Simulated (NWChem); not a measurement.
Species: AuH$_{2}$OCl; SMILES [Cl][Au]<-[OH2]

Program: NWChem. The geometry was optimised at PBE0/def2-SVP. def2 effective core potentials on Au; no spin-orbit coupling. Ions are spin-unrestricted doublets at the neutral geometry; other ion states weren't tried.

```csv
level,"vertical ionisation energy, ΔSCF (eV)",−ε(HOMO) (eV),ΔSCF minus −ε(HOMO) (eV)
B3LYP/def2-SVP,9.39,6.68,2.71
PBE/def2-SVP,9.22,5.63,3.59
CAM-B3LYP/def2-SVP,9.45,8.24,1.21
r2SCAN/def2-SVP,9.38,5.92,3.46
M06-2X/def2-SVP,9.60,8.26,1.34
```
